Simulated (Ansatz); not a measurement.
The cluster Tl4H5, relaxed as a doublet with UKS PBE-D4/def2-SVP in Ansatz, starting from the GFN1-xTB geometry. Force threshold 0.02 eV/Å.

In the def2 sets Tl takes a core potential; there is no spin–orbit coupling. The relaxation made no stability test and no search for a lower SCF solution. Another isomer (doublet) lies 0.17 eV lower at PBE0-D4/def2-TZVP; other spin states weren't run for this one.

Start:

```xyz
9

Tl    0.878   -0.658    2.105
Tl    0.093    2.311   -0.428
Tl    0.648   -1.358   -1.808
Tl   -1.929   -0.722    1.141
H     1.082    1.441    1.217
H    -1.217   -1.600   -0.836
H    -1.662    1.370    0.259
H     0.578    0.756   -1.755
H     1.529   -1.541    0.105
```

Question: Estimate the energy that the relaxation releases and the steps that it takes.

Answer: 67.7 kJ/mol, in 14 steps; 36 s on 4 threads of Arm Neoverse V1 on a shared host. No frequencies were taken in this run, so the end may be a saddle point.

Question: Does the start keep its bonding?

Answer: Bonds lost: Tl1–Tl4 (atoms count from 1). Bonds formed: Tl1–H9, Tl4–H6 (atoms count from 1).

Question: Predict the relaxed structure.

Answer: 
```xyz
9

Tl    1.938   -0.473    2.018
Tl    0.041    1.984   -0.258
Tl    0.596   -1.373   -1.646
Tl   -2.748   -0.582    0.409
H     1.113    1.419    1.320
H    -1.277   -1.575   -0.718
H    -1.744    1.349    0.349
H     0.564    0.761   -1.710
H     1.517   -1.509    0.236
```
Bond lengths (bridged metal pairs left out): 7 × H–Tl 1.97 to 2.10 Å.
